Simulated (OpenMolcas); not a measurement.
## 4s2 4p3 along the 33-electron sequence

```json
{"Program": "OpenMolcas 26.06", "Method": "CASSCF", "Basis": "ANO-R2", "Scalar Hamiltonian": "X2C, finite nucleus", "Spin-orbit coupling": "state interaction with AMFI integrals over the reference wave functions, term energies averaged over their components"}
```

Active space for each ion: 5 electrons in 8 orbitals (4s 4p 5s 5p).

Computed levels in cm-1 above 4S* 3/2:

```
                                Level     As    Se+   Br2+   Kr3+
                              2D* 3/2  13929  16871  19314  21303
                              2D* 5/2  14283  17535  20442  23061
                              2P* 1/2  19668  24355  28658  32562
                              2P* 3/2  20047  25112  29995  34721
weight of 4S* in the lowest level (%)    100     99     99     98
```

Measured, with the error of the calculation in %. Measured levels: As, Se+ from NIST Handbook of Basic Atomic Spectroscopic Data; Br2+ from Moore, Atomic Energy Levels, vol. II, NSRDS-NBS 35 (1971 reprint of NBS Circular 467, 1952); Kr3+ from Saloman, J. Phys. Chem. Ref. Data 36, 215 (2007).

| Level | As | Se+ | Br2+ | Kr3+ |
| --- | --- | --- | --- | --- |
| 2D* 3/2 | 10593 (+31.5) | 13168 (+28.1) |  | 17038 (+25.0) |
| 2D* 5/2 | 10915 (+30.9) | 13784 (+27.2) |  | 18700 (+23.3) |
| 2P* 1/2 | 18186 (+8.1) | 23038 (+5.7) | 26915 (+6.5) | 31056 (+4.8) |
| 2P* 3/2 | 18648 (+7.5) | 23895 (+5.1) | 28579 (+5.0) | 33406 (+3.9) |

2D* 3/2 changes by a factor of 1.53 over the same range, with steps per unit of Z of +2940, +2440, +1990 cm-1.

Without dynamic correlation excited terms often stand tens of per cent too high (terms of higher spin than the ground term too low), and those without a measured partner can miss by more than the paired ones (holds for As; Se+). The run also gave levels led by 4s2 4p2 5s, which use shells meant for correlation; these and all levels above them are left out (holds for As). Active for correlation alone: 5p 5s; no level in the range computed is led by a configuration that fills them, so any true level of that kind is missing (holds for Se+; Br2+; Kr3+). Measured partners are found by configuration, term and J. A level has none where our copy of the source lacks it or the pairing is in doubt (some pairs that miss far off the trend of their configuration count as doubtful), and it then counts in no deviation. Levels of configurations outside the active space are missing.

* marks odd parity.
